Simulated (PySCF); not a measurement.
Isomers of C6H11B, from PBE0-D3(BJ)/def2-SVP geometry optimisation, gas phase in PySCF. One conformer each, no zero-point energy, no frequencies.

Question: Which isomer lies lowest at this level?
A. `[BH2:1][C@H:2]1[CH2:3][CH2:4][C:5]12[CH2:6][CH2:7]2` with H–B1–C2–C3 -10° and 176°: A = 4097, B = 2706, C = 2126 MHz, dipole 1.35 D
B. `[CH3:1][B:2]([CH3:3])[C@H:4]1[C@@H:5]2[CH2:6][C@H:7]12` with C1–B2–C4–C5 -36°: A = 5523, B = 1654, C = 1416 MHz, dipole 0.72 D
C. `[BH2:1][C@@H:2]1[CH2:3][C@@H:4]1[CH:5]1[CH2:6][CH2:7]1` with H–B1–C2–C3 39° and -139°, C3–C4–C5–C6 116°: A = 5271, B = 1775, C = 1521 MHz, dipole 1.32 D
D. `[CH2:1]=[CH:2]/[CH:3]=[CH:4]\[B:5]([CH3:6])[CH3:7]` with C1–C2–C3–C4 179°: A = 5545, B = 1298, C = 1086 MHz, dipole 0.55 D
E. `[BH2:1]/[C:2](=[CH:3]/[CH3:4])[C:5](=[CH2:6])[CH3:7]` with B1–C2–C5–C6 118°: A = 3103, B = 2237, C = 1627 MHz, dipole 1.78 D

Answer: D. That is `C=C/C=C\B(C)C`, 16.6 kcal/mol below the next.

| SMILES | mapped SMILES | E (Eh) | relative (kcal/mol) | relative (kJ/mol) | dipole (D) |
| --- | --- | --- | --- | --- | --- |
| C=C/C=C\B(C)C | [CH2:1]=[CH:2]/[CH:3]=[CH:4]\[B:5]([CH3:6])[CH3:7] | -259.58012 | 0.0 | 0.0 | 0.55 |
| CB(C)[C@H]1[C@@H]2C[C@@H]21 | [CH3:1][B:2]([CH3:3])[C@H:4]1[C@@H:5]2[CH2:6][C@H:7]12 | -259.55368 | 16.6 | 69.4 | 0.72 |
| B/C(=C/C)C(=C)C | [BH2:1]/[C:2](=[CH:3]/[CH3:4])[C:5](=[CH2:6])[CH3:7] | -259.55016 | 18.8 | 78.7 | 1.78 |
| B[C@@H]1C[C@@H]1C1CC1 | [BH2:1][C@@H:2]1[CH2:3][C@@H:4]1[CH:5]1[CH2:6][CH2:7]1 | -259.53596 | 27.7 | 116.0 | 1.32 |
| B[C@H]1CCC12CC2 | [BH2:1][C@H:2]1[CH2:3][CH2:4][C:5]12[CH2:6][CH2:7]2 | -259.53313 | 29.5 | 123.4 | 1.35 |

As drawn, the lowest has a C=C bond outside aromatic rings, which the highest lacks; the highest has a three-membered ring, a four-membered ring and a quaternary carbon, which the lowest lacks.
